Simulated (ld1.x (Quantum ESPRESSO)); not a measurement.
**Pseudopotential generation for Sb: RRKJ, BLYP, scalar-relativistic.**

```json
{"Element": "antimony (Sb)", "Generator": "ld1.x (Quantum ESPRESSO) 7.5", "Type": "norm-conserving RRKJ (Kleinman–Bylander form)", "Functional": "BLYP", "Relativity": "scalar-relativistic", "Frozen core": "[Kr] 4d10", "Valence charge": "5", "Reference configuration": "5s1.5 5p3.5", "Partial waves": "5p (bound): rc 1.70 bohr; 5d channel at 0.4 Ry: rc 1.90 bohr; 5s (bound): rc 2.05 bohr", "Local potential": "the s channel", "Core correction": "Bessel-smoothed model core inside 1.00 bohr"}
```

Poles of the logarithmic derivatives, all-electron (AE) and pseudo (PS). s: poles at 1.4 (AE) and 1.3 (PS) Ry. p: poles at 3.0 (AE) and 2.8 (PS) Ry. d: poles at -2.4 (AE) and 4.8 (PS) Ry. Test radius 2.25 bohr.

* Cutoffs needed: 40 Ry and 50 Ry (the cutoffs (Ry, on a coarse ladder) from which the occupation-weighted sum of valence levels, in a spherical-Bessel basis at the reference potential, stays within 10 and 1 mRy of its value at 400 Ry)
* Ghost test: ghost states, extra bound levels that the all-electron valence spectrum of the same l lacks: p at -552.3 eV, d at -90.9 eV; a true bound ghost makes a file unfit for plane-wave use (spherical-Bessel basis up to 400 Ry, 20 bohr box)
* Largest excitation error: -424 meV (all-electron minus pseudo) for 5s1 5p0, out of 7 test configurations
